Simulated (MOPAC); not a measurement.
Job for MOPAC: PM6 on BH4NO2 (SMILES NB(O)O), a point of a torsion scan.

```
PM6 1SCF PRECISE CHARGE=0 THREADS=1
BH4NO2

N      1.15226437 1    -0.31498234 1     0.30545248 1
B     -0.24629174 1    -0.09211588 1    -0.03335029 1
O     -0.66662289 1     0.52967268 1    -1.18080963 1
O     -1.18451674 1    -0.41520498 1     0.87894921 1
H      1.59392979 1     0.41294563 1     0.84242895 1
H      1.74412076 1    -0.47403368 1    -0.50102450 1
H      0.00656316 1     0.76182505 1    -1.81794880 1
H     -2.07600702 1    -0.20670421 1     0.59871336 1
```

The log:

```
*******************************************************************************
 **                                                                           **
 **                              MOPAC v23.2.5                                **
 **                                                                           **
 *******************************************************************************
 ** MOPAC's Digital Object Identifier: https://doi.org/10.5281/zenodo.6511958 **
 **                                                                           **
 ** Please cite the open-source release paper for use of this MOPAC version:  **
 ** J. E. Moussa and J. J. P. Stewart (2026)                                  **
 ** MOPAC: An open-source semiempirical molecular orbital program             **
 ** J. Open Source Softw., 11(119), 8025, https://doi.org/10.21105/joss.08025 **
 *******************************************************************************

                              PM6 CALCULATION RESULTS

 *******************************************************************************
 *  PM6        - The PM6 Hamiltonian to be used
 *
 *
 *
 *                 CHARGE ON SYSTEM = 0
 *
 *
 *
 *  PRECISE    - TIGHTER CRITERIA TO BE USED
 *  1SCF       - DO 1 SCF AND THEN STOP
 *  THREADS=1  - MULTI-THREADING NOT USED
 *  T=         - A TIME OF 172800.0 SECONDS REQUESTED
 *  DUMP=N     - RESTART FILE WRITTEN EVERY 7200.0 SECONDS REQUESTED
 *******************************************************************************
PM6 1SCF PRECISE CHARGE=0 THREADS=1
 BH4NO2

   ATOM   CHEMICAL          X               Y               Z
  NUMBER   SYMBOL      (ANGSTROMS)     (ANGSTROMS)     (ANGSTROMS)

     1       N          1.15226437  *  -0.31498234  *   0.30545248  *
     2       B         -0.24629174  *  -0.09211588  *  -0.03335029  *
     3       O         -0.66662289  *   0.52967268  *  -1.18080963  *
     4       O         -1.18451674  *  -0.41520498  *   0.87894921  *
     5       H          1.59392979  *   0.41294563  *   0.84242895  *
     6       H          1.74412076  *  -0.47403368  *  -0.50102450  *
     7       H          0.00656316  *   0.76182505  *  -1.81794880  *
     8       H         -2.07600702  *  -0.20670421  *   0.59871336  *



          CARTESIAN COORDINATES

    NO.       ATOM           X           Y           Z

     1         N          1.1523     -0.3150      0.3055
     2         B         -0.2463     -0.0921     -0.0334
     3         O         -0.6666      0.5297     -1.1808
     4         O         -1.1845     -0.4152      0.8789
     5         H          1.5939      0.4129      0.8424
     6         H          1.7441     -0.4740     -0.5010
     7         H          0.0066      0.7618     -1.8179
     8         H         -2.0760     -0.2067      0.5987

 General Reference for PM6:
 "Optimization of Parameters for Semiempirical Methods V: Modification of NDDO Approximations
 and Application to 70 Elements", J. J. P. Stewart, J. Mol. Mod., 13, 1173-1213 (2007)
 URL: https://link.springer.com/article/10.1007/s00894-007-0233-4

           Empirical Formula: H4 N O2 B  =     8 atoms



      MOLECULAR POINT GROUP   :   C1


      RHF CALCULATION, NO. OF DOUBLY OCCUPIED LEVELS = 12


 -------------------------------------------------------------------------------
 PM6 1SCF PRECISE CHARGE=0 THREADS=1
 BH4NO2



     1SCF WAS SPECIFIED, SO BFGS WAS NOT USED
     SCF FIELD WAS ACHIEVED


                              PM6 CALCULATION
                                                       MOPAC v23.2.5 Linux




          FINAL HEAT OF FORMATION =       -161.30544 KCAL/MOL =    -674.90196 KJ/MOL


          COSMO AREA              =         90.78 SQUARE ANGSTROMS
          COSMO VOLUME            =         72.15 CUBIC ANGSTROMS

          IONIZATION POTENTIAL    =          9.866991 EV
          HOMO LUMO ENERGIES (EV) =         -9.867  1.504
          NO. OF FILLED LEVELS    =         12
          MOLECULAR WEIGHT        =         60.8471         POINT GROUP:  C1

          MOLECULAR DIMENSIONS (Angstroms)

            Atom       Atom       Distance
            H     8    H     6     3.98425
            H     7    H     5     3.01019
            H     5    O     4     1.07318


          SCF CALCULATIONS        =          1





   ATOM   CHEMICAL          X               Y               Z
  NUMBER   SYMBOL      (ANGSTROMS)     (ANGSTROMS)     (ANGSTROMS)

     1       N          1.15226437  *  -0.31498234  *   0.30545248  *
     2       B         -0.24629174  *  -0.09211588  *  -0.03335029  *
     3       O         -0.66662289  *   0.52967268  *  -1.18080963  *
     4       O         -1.18451674  *  -0.41520498  *   0.87894921  *
     5       H          1.59392979  *   0.41294563  *   0.84242895  *
     6       H          1.74412076  *  -0.47403368  *  -0.50102450  *
     7       H          0.00656316  *   0.76182505  *  -1.81794880  *
     8       H         -2.07600702  *  -0.20670421  *   0.59871336  *

                             CARTESIAN COORDINATES

   1    N        1.152264370    -0.314982340     0.305452480
   2    B       -0.246291740    -0.092115880    -0.033350290
   3    O       -0.666622890     0.529672680    -1.180809630
   4    O       -1.184516740    -0.415204980     0.878949210
   5    H        1.593929790     0.412945630     0.842428950
   6    H        1.744120760    -0.474033680    -0.501024500
   7    H        0.006563160     0.761825050    -1.817948800
   8    H       -2.076007020    -0.206704210     0.598713360


           Empirical Formula: H4 N O2 B  =     8 atoms



      MOLECULAR POINT GROUP   :   C1


                  EIGENVALUES
 -30.89254 -30.55968 -29.95101 -20.29774 -19.37874 -16.88032 -15.80057 -14.03628
 -13.57235 -13.25318 -12.15218  -9.86699   1.50409   1.85600   3.47390   3.92259
   5.07247   5.50998   6.27682   6.79546


              NET ATOMIC CHARGES AND DIPOLE CONTRIBUTIONS

  ATOM NO.   TYPE          CHARGE      No. of ELECS.   s-Pop       p-Pop
    1          N          -0.576312        5.5763     1.54918     4.02714
    2          B           0.510255        2.4897     0.84693     1.64282
    3          O          -0.583378        6.5834     1.71778     4.86560
    4          O          -0.478956        6.4790     1.71643     4.76253
    5          H           0.238312        0.7617     0.76169
    6          H           0.213039        0.7870     0.78696
    7          H           0.339264        0.6607     0.66074
    8          H           0.337777        0.6622     0.66222
 DIPOLE           X         Y         Z       TOTAL
 POINT-CHG.     1.051     1.011    -1.180     1.876
 HYBRID         0.058     0.765    -0.836     1.134
 SUM            1.109     1.775    -2.016     2.906


          ATOMIC ORBITAL ELECTRON POPULATIONS

     Atom    s        px        py        pz
    1  N   1.54918   1.15304   1.53859   1.33551
    2  B   0.84693   0.65969   0.43721   0.54592
    3  O   1.71778   1.63071   1.75907   1.47582
    4  O   1.71643   1.33264   1.78797   1.64191
    5  H   0.76169
    6  H   0.78696
    7  H   0.66074
    8  H   0.66222

 **********************
 *                    *
 * JOB ENDED NORMALLY *
 *                    *
 **********************




 == MOPAC DONE ==
```

The run finished.

Cost: around 0.03 core-seconds (rough).
